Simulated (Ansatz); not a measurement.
Start from `COBCS` and change one atom or group to get `CBCS`.

Ansatz, PBE0-D4/def2-TZVP geometries, multiplicity 1. Each molecule was computed in one conformer, which needn't be the lowest. `CBCS` holds a close contact that its SMILES doesn't draw: S···B 2.15 Å.

```tsv
property	`COBCS`
size of the dipole moment (PBE/def2-TZVPP) / D	1.75
HOMO–LUMO gap (B3LYP/def2-TZVPP) / eV	6.10
LUMO energy (B3LYP/def2-TZVPP) / eV	-0.39
HOMO–LUMO gap (PBE0/def2-TZVPP) / eV	6.57
LUMO energy (PBE/def2-TZVPP) / eV	-1.13
size of the dipole moment (ωB97M-V/def2-TZVPP) / D	1.91
```

**Question.** Give the same properties after the change, and the shifts. (Estimate.)

**Answer.** Computed: 
```
                                          property  `CBCS`  shift
    size of the dipole moment (PBE/def2-TZVPP) / D    1.69  -0.06
             HOMO–LUMO gap (B3LYP/def2-TZVPP) / eV    7.07   0.97
               LUMO energy (B3LYP/def2-TZVPP) / eV   -0.27   0.12
              HOMO–LUMO gap (PBE0/def2-TZVPP) / eV    7.57   1.00
                 LUMO energy (PBE/def2-TZVPP) / eV   -0.98   0.15
size of the dipole moment (ωB97M-V/def2-TZVPP) / D    1.64  -0.27
```

With PBE0 the HOMO falls by 0.83 eV and the LUMO rises by 0.16 eV, so the gap widens by about 0.99 eV. PBE moves the HOMO by -0.88 eV and ωB97M-V by -0.80 eV. Dipoles are sizes alone; their direction can turn.

B3LYP here is the variant with VWN-RPA as its local correlation; programs differ in this.
